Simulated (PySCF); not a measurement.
H₆Se. Atoms are numbered in the order given.

```xyz
7

Se     0.0000     0.0000     0.0000
H      0.0000     1.5613     0.0000
H      0.0000    -1.5613     0.0000
H     -1.5613     0.0000     0.0000
H      1.5613     0.0000     0.0000
H      0.0000     0.0000     1.5613
H      0.0000     0.0000    -1.5613
```

Geometry: B3LYP-D3(BJ)/def2-TZVP.

Level of theory: PBE/def2-TZVPD run with PySCF.

```yaml
total_energy: -2404.53958 hartree
point_group: Oh
highest_occupied_level: -5.81 eV
lowest_empty_level: -2.59 eV
orbital_gap: 3.22 eV
dipole_moment: 0.00 D
quadrupole, principal values (traceless, Buckingham form, about the centre of nuclear charge): 0.00, 0.00, 0.00 D·Å
mean_static_polarisability: 49.7 bohr³ (7.37 Å³)
polarisability_principal_values: 49.7, 49.7, 49.7 bohr³
```
